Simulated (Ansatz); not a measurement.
C2H8GaN, singlet, at a GFN2-xTB geometry (such geometries of metal compounds can be far from the true shape). Base run: BLYP/3-21G run with Ansatz (a first-principles code).

Geometry (Å):
```xyz
12

Ga    -0.0071     0.0046    -0.0071
C     -1.4720    -1.3954    -0.1767
H     -1.0394    -2.3747    -0.3959
H     -2.1787    -1.1450    -0.9707
H     -2.0290    -1.4815     0.7597
C      0.1303     1.8000    -0.9495
H      0.2613     1.6666    -2.0262
H      0.9821     2.3670    -0.5673
H     -0.7756     2.3928    -0.8016
N      1.3527    -0.4136     1.1370
H      2.1514     0.1702     1.3509
H      1.4290    -1.2709     1.6700
```
Charge 0, spin multiplicity 1.
All else is at Ansatz's defaults.
Base energy -2050.50037 Eh.

The base run was repeated with changes; each row names its change, and settings that it needs were set with it.

```csv
change,ΔE vs base (mEh)
base,0.000
lower_state_search = light,0.000
"final_grid = 10, 20, 41",0.001
"point_charge = charge:0.5 position_ang:-0.3767, -5.5524, -1.0654",-0.842
"final_grid = 14, 28, 59",0.001
"point_charge = charge:1.0 position_ang:0.5791, -4.6459, -3.2243",-2.745
"final_grid = 4, 8, 17",0.183
fitting.mean_field = def2-universal-JKFIT,-0.557
lower_state_search = full,0.000
accuracy = high,0.001
forces = on,0.000
```
